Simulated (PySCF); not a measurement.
What does the PBE0-D3(BJ)/def2-SVP structure of `P[SiH](P)CCl` look like in three dimensions?

```xyz
12
CH7ClP2Si angstrom
P     -1.5773   -0.8640    0.9937
Si    -0.1361    0.0489   -0.4940
P      0.1628    2.2595   -0.1289
C      1.5533   -0.7852   -0.2709
Cl     2.1317   -0.5648    1.4088
H     -1.7036   -2.0930    0.2700
H     -2.7119   -0.2761    0.3518
H     -0.5470   -0.1420   -1.9220
H     -1.2388    2.5393   -0.0963
H      0.2643    2.0867    1.2850
H      2.2996   -0.3436   -0.9482
H      1.5050   -1.8654   -0.4735
```

Orientation and origin are arbitrary. Atoms count from 1 in this order. Si2 (SiH silicon) is distorted tetrahedral (angles from 107.0° to 113.6°). P1 (three-coordinate phosphorus) is pyramidal (angles 94.0°, 93.2° and 92.5°, sum 279.8°, 0.87 Å off the plane of its three neighbours).

Bonds between heavy atoms (Å): P1–Si2 2.264, Si2–P3 2.260, Si2–C4 1.897, C4–Cl5 1.790.

Method: PySCF, PBE0-D3(BJ)/def2-SVP geometry optimisation, gas phase.

Not checked by PBE0-D3(BJ)/def2-SVP frequencies. One conformer, not necessarily the lowest (H–P1–Si2–P3 168° and 75°, P1–Si2–P3–H -51° and 43°, P1–Si2–C4–Cl5 -58°).

The run took 58 s on one thread of an Arm Neoverse V2, no GPU (shared host). That covers the optimisation of the geometry.
